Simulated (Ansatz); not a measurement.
Molecule: C3H9AlO3 (charge 0, singlet). 
Structure (B3LYP-D3(BJ)/def2-TZVP (Ansatz, a program for electronic structure) minimum search):
```xyz
16

C      2.1951    -1.8171    -0.0297
O      1.5830    -0.5522    -0.1313
Al     0.0000     0.0000     0.0000
O     -0.3385     1.6361    -0.1919
C      0.4427     2.7771    -0.4615
O     -1.2445    -1.0839     0.3232
C     -2.6378    -0.9600     0.4912
H      1.4727    -2.6118     0.1819
H      2.9392    -1.8060     0.7718
H      2.7073    -2.0578    -0.9656
H      0.1020     3.2500    -1.3870
H      1.5052     2.5366    -0.5685
H      0.3339     3.5017     0.3505
H     -2.9253    -1.3181     1.4839
H     -2.9780     0.0751     0.3866
H     -3.1572    -1.5698    -0.2536
```
Charge 0, spin multiplicity 1.

Atomisation energy built up term by term with Ansatz (kcal/mol; UHF references for open shells; valence terms freeze the core; atomic spin-orbit terms are left out). CBS marks a two-point X^-3 extrapolation of the correlation energy; Hartree-Fock from the larger set.

| term | basis | kcal/mol |
|---|---|---|
| Hartree-Fock | cc-pV(Q+d)Z | 1100.57 |
| CCSD correlation | CBS(cc-pV(T+d)Z,cc-pV(Q+d)Z) | ? |
| (T) | CBS(cc-pV(T+d)Z,cc-pV(Q+d)Z) | ? |
| core correlation | cc-pwCVTZ | 3.96 |
| scalar relativity (X2C) | cc-pVTZ-DK against cc-pVTZ | -2.10 |
| sum: De |  | ? |

**Question.** Complete the blanks.

**Answer.** 
- CCSD correlation, kcal/mol: 385.01
- (T), kcal/mol: 23.74
- sum: De, kcal/mol: 1511.2
